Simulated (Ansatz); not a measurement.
Ideal-gas functions of C2H5BO (`CC1BO1`) at 800 K and 1 bar, from an Ansatz frequency run at PBE0-D4/def2-TZVP.

Molar mass 55.87 g/mol, point group C1 (symmetry number 1), electronic degeneracy 1, moments of inertia 23.887, 76.888, 84.114 u Å². Harmonic wavenumbers (cm⁻¹, unscaled): 190, 332, 392, 694, 767, 829, 968, 1013, 1031, 1118, 1251, 1336, 1400, 1458, 1478, 1499, 2740, 3044, 3112, 3120, 3138.

Use S(trans) = R[1.5 ln M + 2.5 ln T − 1.1517]; rotational temperatures θ = 24.2544 K / I; S(rot) = R[ln(√π/σ · √(T³/θAθBθC)) + 1.5]; for each mode x = 1.438777 ν̃/T, S = R[x/(eˣ − 1) − ln(1 − e⁻ˣ)] and H = RT x/(eˣ − 1); 1 cm⁻¹ = 0.0119627 kJ/mol; R = 8.31446 J/(mol·K).

Q: By hand: the entropy, in J/(mol·K).

A: Translation 179.5. Rotation: θ = 1.0154, 0.3155, 0.2884 K, giving 110.5. Vibration, mode by mode: 17.28, 12.72, 11.39, 6.99, 6.27, 5.72, 4.68, 4.39, 4.28, 3.78, 3.13, 2.78, 2.54, 2.33, 2.27, 2.20, 0.36, 0.23, 0.20, 0.20, 0.20, in all 93.9. Electronic 0.0. Sum 383.9 J/(mol·K).

Q: By hand: H − E and G − E in kJ/mol, counted from the electronic energy.

A: Zero-point energy ½ × 30910 × 0.0119627 = 184.9; thermal vibration 43.1; translation, rotation and pV give 4 RT = 26.6. H − E = 254.6 kJ/mol, and G − E = 254.6 − 800 × 383.9/1000 = -52.5 kJ/mol.

Vibration gives 24 % of the entropy. The sum counts one conformer and one mirror image; others add a mixing term.
